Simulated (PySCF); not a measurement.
This PySCF input asks for the NMR shieldings of SMILES C(C)#[C][AlH2-][CH2]SC, [C5H10AlS]-; the geometry comes from GFN2-xTB.

```python
import basis_set_exchange as bse
import numpy as np
from pyscf import gto, dft
from pyscf.prop import nmr

atoms = """
C    -3.211402    1.311690   -0.295998
C    -2.102667    0.413395    0.016093
C    -1.177892   -0.330810    0.269098
Al    0.299108   -1.586184    0.763543
C     1.803924   -1.467175   -0.650429
S     2.791080    0.020973   -0.974713
C     1.965222    1.191647    0.141915
H    -3.311203    1.434683   -1.377751
H    -3.042856    2.295789    0.149645
H    -4.150479    0.911209    0.095720
H    -0.103388   -3.131524    0.626748
H     0.894801   -1.266219    2.221082
H     1.374422   -1.751094   -1.626295
H     2.543508   -2.254837   -0.430602
H     1.962690    0.760082    1.138863
H     2.515782    2.128891    0.119972
H     0.942352    1.331514   -0.196802
"""
names = dict.fromkeys(["C", "Al", "S", "H"], "pcSseg-1")
basis = {el: gto.basis.parse(bse.get_basis(n, elements=[el], fmt="nwchem")) for el, n in names.items()}
mol = gto.M(atom=atoms, basis=basis, charge=-1, verbose=0)
mf = dft.RKS(mol, xc="PBE0")
mf.grids.level = 2
mf.grids.alignment = dft.numint.BLKSIZE   # the property module wants whole blocks of grid points
mf.conv_tol = 1e-9
mf.kernel()

calc = nmr.RKS(mf)   # GIAO
C = mf.mo_coeff
Co = C[:, mf.mo_occ > 0]
resp = mf.gen_response(singlet=True, hermi=2)
def vind(x):   # induced exchange potential for any number of trial vectors
    d = np.einsum("pi,xij,qj->xpq", C, 2 * x.reshape(-1, C.shape[1], Co.shape[1]), Co, optimize=True)
    return np.einsum("xpq,pi,qj->xij", resp(d - d.transpose(0, 2, 1)), C, Co, optimize=True).ravel()
mo1, _ = nmr.rhf.solve_mo1(calc, with_cphf=vind)
sigma = calc.kernel(mo1)
for i, s in enumerate(sigma):   # ppm
    print("%2d %-2s %9.2f" % (i, mol.atom_pure_symbol(i), np.trace(s) / 3))
```

Q: Give the expected output.

A: 
```
 0 C     179.06
 1 C      87.68
 2 C      73.18
 3 Al    466.46
 4 C     169.76
 5 S     600.92
 6 C     162.93
 7 H      29.80
 8 H      29.85
 9 H      29.86
10 H      28.03
11 H      27.62
12 H      29.95
13 H      30.36
14 H      28.79
15 H      30.87
16 H      28.41
```

These numbers come from an equivalent density-fitted implementation of the same equations, which agrees with the script to about 0.01 ppm for H and up to a few tenths of a ppm for heavy atoms, so last digits may differ.

Size and cost of the density-fitted run: 183 basis functions, 41 s wall time on 1 thread of an Arm Neoverse N1, shared host; peak memory 0.82 GiB.
